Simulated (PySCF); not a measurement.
## Electron correlation in O⁻ (oxygen, charge -1)

[He] 2s2 2p5, 2P determinant. Calculation: PySCF 2.14, in aug-cc-pCVTZ-DK (7s6p4d2f, 59 functions); scalar relativity by spin-free X2C-1e. Frozen: nothing; 9 electrons correlated.

MP2 pair energies summed by pair of shells (mhartree):

```json
{"pair": "2p-2p", "energy": "-135.49", "share (%)": "49.2"}
{"pair": "2s-2p", "energy": "-76.00", "share (%)": "27.6"}
{"pair": "1s-1s", "energy": "-35.66", "share (%)": "13.0"}
{"pair": "1s-2p", "energy": "-11.77", "share (%)": "4.3"}
{"pair": "2s-2s", "energy": "-11.41", "share (%)": "4.1"}
{"pair": "1s-2s", "energy": "-4.79", "share (%)": "1.7"}
```

Total MP2 correlation energy: -275.12 mhartree.

Same-spin part -61.64 and opposite-spin part -213.48 mhartree; SCS-MP2 scales them by 1/3 and 6/5 to -276.72 mhartree.
